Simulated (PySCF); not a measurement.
Give a PBE0-D3(BJ)/def2-SVP geometry of `CCB(C)P`.

```
atom  x, y, z in Å
C1    -1.8048    0.8460   -0.0011
C2    -0.7983   -0.2146   -0.4252
B3     0.7447    0.0683   -0.2851
C4     1.7649   -1.1154   -0.4719
P5     1.3867    1.7504    0.3458
H6    -1.6804    1.1186    1.0593
H7    -2.8441    0.5070   -0.1317
H8    -1.6893    1.7712   -0.5873
H9    -1.0027   -1.1756    0.0856
H10   -0.9342   -0.4672   -1.4974
H11    1.4172   -1.8539   -1.2123
H12    2.7948   -0.8173   -0.7168
H13    1.8096   -1.6539    0.4943
H14    2.5520    1.9116   -0.4530
H15    0.5473    2.6675   -0.3436
```

Any rigid rotation of these coordinates is as good. Atoms count from 1 in this order. Of the pairs four or more bonds apart, H8···H15 is among the closest relative to their van der Waals radii: 2.42 Å, 101 % of the sum of Bondi's values. P5 (three-coordinate phosphorus) is pyramidal (angles 102.1°, 101.0° and 98.0°, sum 301.0°, 0.72 Å off the plane of its three neighbours). B3 (three-coordinate boron) is planar (angles 121.2°, 119.3° and 119.0°, sum 359.4°, 0.07 Å off the plane of its three neighbours).

Bonds between heavy atoms (Å): C1–C2 1.522, C2–B3 1.575, B3–C4 1.574, B3–P5 1.908.

Level of theory: PBE0-D3(BJ)/def2-SVP geometry optimisation, gas phase (PySCF 2.14.0).

Whether it is a minimum is left open (no frequencies). The numbers are those of one conformer (C1–C2–B3–C4 169°, C2–B3–P5–H -143° and -43°).

The run took 56 s on one thread of an Arm Neoverse V2, no GPU, shared host with 32 logical CPUs at a one-minute load of 30, and the process peaked at 0.52 GiB of memory. This is the geometry optimisation.
